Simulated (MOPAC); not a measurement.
Ligand exchange on a metal centre used in film growth or etching (Cd NH2-H). Isolated molecules, 0 K electronic values unless said otherwise. One relaxed conformer stands for each flexible species; it need not be the lowest.

Quantity: redistribution energy (mixed species minus the weighted end members), in kcal/mol. Semi-empirical values (MOPAC) are differences of heats of formation.

Case: 1 of 2 NH2 replaced by H: [Cd(NH2)(H)]. The other species in the difference include [Cd(NH2)2] (neutral, multiplicity 1). Geometry of [Cd(NH2)(H)] (neutral, multiplicity 1, Å):

```xyz
5

Cd    -0.1261    -0.0684     0.1438
N      0.0162     1.9158     0.4193
H      0.1945     2.2217     1.3763
H     -0.7715     2.4703     0.0823
H     -0.1259    -1.6853    -0.1671
```

### Question
Give the redistribution energy (mixed species minus the weighted end members) at the level PM7 // r2SCAN-D4/def2-SVP (MOPAC).

### Answer
0.63 kcal/mol.
